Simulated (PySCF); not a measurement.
Computed with B3LYP-D3(BJ)/def2-TZVP run with PySCF. All species are isolated molecules in the gas phase. B3LYP has the VWN-RPA correlation part, as in Gaussian. Delta-SCF ions had no search for a lower state. 

Reference species (SMILES): `C#CB=N` (neutral, multiplicity 1).

```yaml
vertical ionisation energy (Delta-SCF): 10.31 eV
dipole_moment: 0.78 D
```

Changed species: `B=CC#N`.

Predict the effect on the vertical ionisation energy (Delta-SCF) and dipole moment.

the vertical ionisation energy (Delta-SCF) decreases by 0.49 eV, to 9.82 eV; the dipole moment rises by 4.23 D, to 5.01 D.
